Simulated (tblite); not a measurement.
Q: What does the GFN2-xTB structure of `P#Cn1cccc1` look like in three dimensions?

A: 
```
atom  x, y, z in Å
P1     3.623   -0.284    0.024
C2     2.071   -0.161    0.014
N3     0.750   -0.058    0.004
C4     0.038    1.117   -0.040
C5    -1.289    0.811   -0.036
C6    -1.399   -0.601    0.011
C7    -0.136   -1.108    0.035
H8     0.544    2.062   -0.071
H9    -2.102    1.510   -0.064
H10   -2.311   -1.165    0.025
H11    0.217   -2.120    0.072
```

Orientation and origin are arbitrary. Atoms count from 1 in this order. The 3 C–N bonds span 1.325 Å (C2–N3, drawn single) to 1.374 Å (N3–C7, aromatic), a spread of 0.049 Å. The 3 C–C bonds span 1.362 Å (C4–C5, aromatic) to 1.417 Å (C5–C6, aromatic), a spread of 0.055 Å. The 5-membered ring N3–C4–C5–C6–C7 has internal angles of 107.4° to 108.7° (sum 540°, against 540° for a flat polygon); it is planar, 0.00 Å rms from its mean plane, widest ring torsion 0°. The 7 heavy atoms lie in one plane (0.000 Å rms).

Bonds between heavy atoms (Å): P1≡C2 1.557, C2–N3 1.325, N3–C4 1.374, C4–C5 1.362, C5–C6 1.417, C6–C7 1.362, N3–C7 1.374.

Structure optimised with GFN2-xTB, isolated species.

Point group: C2v (tolerance 0.08 Å). Its GFN2-xTB frequencies are all real (lowest 110 cm⁻¹).

All values are computed, not measured.
